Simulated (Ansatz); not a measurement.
## A geometry optimisation of BFHSeSi with PBE0-D3(BJ)/def2-SVP

The starting geometry of this gas-phase doublet was optimised with GFN2-xTB; its bonds are those of `FB[Si]=[Se]`.

```yaml
atoms:
  - { symbol: B, position_ang: [0.1032, 2.4471, -2.4624] }
  - { symbol: F, position_ang: [0.1494, 2.5561, -3.8055] }
  - { symbol: Se, position_ang: [-1.9318, -0.6854, -1.0228] }
  - { symbol: Si, position_ang: [-0.8545, 0.9871, -1.7367] }
  - { symbol: H, position_ang: [0.6692, 3.2754, -1.8478] }
```

Task: Predict what becomes of its bonds when it is optimised with PBE0-D3(BJ)/def2-SVP.

Result: A new bond forms, giving a structure given below by its coordinates. Distances that change by over a tenth: B1–Si4 (1.89 → 2.29 Å). Contacts that close: B1–Se3 (4.00 → 2.05 Å).

The energy falls by 0.73 eV over 26 steps:

```tsv
step	E − E(last) (eV)
1	0.726
4	0.610
7	0.590
9	0.523
12	0.408
15	0.372
18	0.262
20	0.131
23	0.000
26	0.000
```

Final geometry (Å):

| atom | x (Å) | y (Å) | z (Å) |
| --- | --- | --- | --- |
| B | 0.0502 | 1.9634 | -2.3060 |
| F | 0.3514 | 1.9942 | -3.6058 |
| Se | -0.5857 | 0.1630 | -1.5466 |
| Si | -2.1757 | 1.6559 | -1.8544 |
| H | 0.4953 | 2.8038 | -1.5625 |

No frequencies were run, so the end isn't proven a minimum. Open shells are spin-unrestricted. Run with Ansatz 0.2.0, 86 s on 1 thread of Intel(R) Xeon(R) 6975P-C (Granite Rapids), on a shared host.
